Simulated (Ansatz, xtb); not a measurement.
A geometry optimisation of CH4BrSi with r2SCAN-D4/def2-SVP

The starting geometry of this gas-phase doublet has its atoms placed at random.

```yaml
atoms:
  - { symbol: C, position_ang: [0.5195, 2.0579, 0.2463] }
  - { symbol: Br, position_ang: [-1.0254, 0.0870, 0.9022] }
  - { symbol: Si, position_ang: [0.8209, -0.4984, -1.1265] }
  - { symbol: H, position_ang: [0.3502, 1.4025, -1.5817] }
  - { symbol: H, position_ang: [0.7556, 0.4155, 1.7722] }
  - { symbol: H, position_ang: [-1.8594, 0.8930, -0.4627] }
  - { symbol: H, position_ang: [1.5921, 0.3936, -0.5886] }
```

Question: Guess where an optimisation with r2SCAN-D4/def2-SVP ends from this start.

Answer: It falls apart into CH3Si + BrH. Distances that change by over a tenth: Br2–Si3 (2.80 → 4.26 Å), Br2–H6 (1.79 → 1.46 Å), Si3–H7 (1.30 → 1.50 Å). Contacts that close: C1–Si3 (2.92 → 1.73 Å), C1–H4 (1.95 → 1.10 Å), C1–H5 (2.25 → 1.10 Å).

The energy falls by 11.35 eV over 37 steps:

| step | E − E(last) (eV) |
| --- | --- |
| 1 | 11.349 |
| 5 | 7.920 |
| 9 | 4.483 |
| 13 | 2.049 |
| 17 | 0.390 |
| 21 | 0.236 |
| 25 | 0.088 |
| 29 | 0.013 |
| 33 | 0.001 |
| 37 | 0.000 |

Final geometry (Å):

```xyz
7

C     0.5635    1.4055   -0.1619
Br   -2.5090   -0.0863    0.4999
Si    1.4133    0.2583   -1.1317
H     0.0117    2.2544   -0.5793
H     0.7131    1.4296    0.9269
H    -1.1809    0.3821    0.1068
H     2.1419   -0.8925   -0.4995
```

From the same start GFN2-xTB ends elsewhere, at `[CH2][SiH2]Br`.

From so rough a start the end depends on the optimiser's path, so another program may land elsewhere. No frequencies were run, so the end isn't proven a minimum. Open shells are spin-unrestricted. Run with Ansatz 0.2.0, 5.1 min on 2 threads of Arm Neoverse V1, with other jobs on the host.
